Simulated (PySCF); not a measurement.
Bond energies at MP2/def2-TZVPP beside a composite method

PySCF, lowest determinants of a PBE0 search. The composite is CCSD(T) extrapolated to the basis-set limit from two correlation-consistent sets, with core-valence (CV) and scalar-relativistic (SR) terms as its label shows; it has no spin–orbit coupling and nothing beyond (T).

```tsv
species	state (unpaired electrons)	De MP2 (eV)	De composite (eV)	composite	dissociates to
GeCl	doublet (π ↑)	4.06	4.01	CCSD(T)/CBS(DT)	Ge + Cl
CF	doublet (π ↑)	5.81	5.73	CCSD(T)/CBS(TQ)+CV+SR	C + F
BBr	singlet (closed shell)	4.62	4.58	CCSD(T)/CBS(TQ)+CV	B + Br
ZnBr	doublet (σ ↑)	2.01	1.70	CCSD(T)/CBS(DT)	Zn + Br
SnBr	doublet (π ↑)	3.49	3.44	CCSD(T)/CBS(DT)	Sn + Br
AlH	singlet (closed shell)	2.99	3.19	CCSD(T)/CBS(TQ)+CV+SR	Al + H
PS	doublet (π ↑)	4.25	4.49	CCSD(T)/CBS(TQ)+SR	P + S
SbCl	triplet (π ↑↑)	2.93	3.04	CCSD(T)/CBS(DT)	Sb + Cl
```

Question: Does MP2 bind more or less than the composite, by how much on average, and where is the difference largest?

Answer: MP2/def2-TZVPP binds about as much on average, method and basis taken together: the mean signed difference is -0.00 eV and the mean absolute one 0.13 eV; it is largest for ZnBr (+0.31 eV).

The molecules are drawn from runs that passed checks on state, spin purity and fit, so the hardest cases are missing and the errors look smaller than over all diatomics.

Correlated steps freeze the inner cores (2 to 14 orbitals); shallow outer-core shells are correlated. UHF and ROHF references stand side by side, which adds small steps between rows. These are scalar-relativistic numbers at best; spin–orbit coupling would shift them, the dissociation energy most. Where the molecule has an RHF reference, its open-shell atoms are computed with UHF. States were picked by a PBE0 search and need not be the measured ground states.
